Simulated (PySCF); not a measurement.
Shieldings and the share of exact exchange

Molecule: `CNBC=C`, C$_{3}$H$_{8}$BN.

Numbering as in the mapped SMILES `[CH2:1]=[CH:2][BH:3][NH:4][CH3:5]`. Each H is labelled by its parent atom. Ha(C1) is cis to B3; Hb(C1) is trans to B3.

GIAO shieldings (ppm, equivalent atoms averaged) in PySCF on the PBE0-D3(BJ)/def2-SVP geometry, basis pcSseg-2, gas phase, non-relativistic:

| functional | exact exchange (%) | σ(C2) | σ(C5) | σ(B3) | σ(N4) |
| --- | --- | --- | --- | --- | --- |
| BLYP | 0 | 20.5 | 135.7 | 55.4 | 127.0 |
| BP86 | 0 | 25.4 | 140.0 | 58.2 | 131.2 |
| PBE | 0 | 24.8 | 140.3 | 57.4 | 130.5 |
| B3LYP | 20 | 24.4 | 141.0 | 58.6 | 135.9 |
| mPW1PW91 | 25 | 29.2 | 145.7 | 61.5 | 141.1 |
| BHandHLYP | 50 | 30.3 | 147.7 | 63.9 | 148.2 |
| HF | 100 | 42.0 | 157.2 | 74.2 | 167.2 |

Task: Fit each shielding as a line in the percentage of exact exchange.

Result: σ(C2) = 23.1 + 0.18 x (rms 2.0 ppm); σ(C5) = 138.8 + 0.19 x (rms 1.7 ppm); σ(B3) = 56.6 + 0.17 x (rms 1.1 ppm); σ(N4) = 129.7 + 0.38 x (rms 1.5 ppm). The functionals also differ in their semilocal parts, which the line can't hold; Hartree–Fock has no correlation at all.

Task: What does the line predict for PBE0 (25 %), and what does the run give?

Result: σ(C2): 27.6 predicted, 29.7 computed; σ(C5): 143.6 predicted, 146.4 computed; σ(B3): 60.9 predicted, 61.5 computed; σ(N4): 139.2 predicted, 141.3 computed ppm.
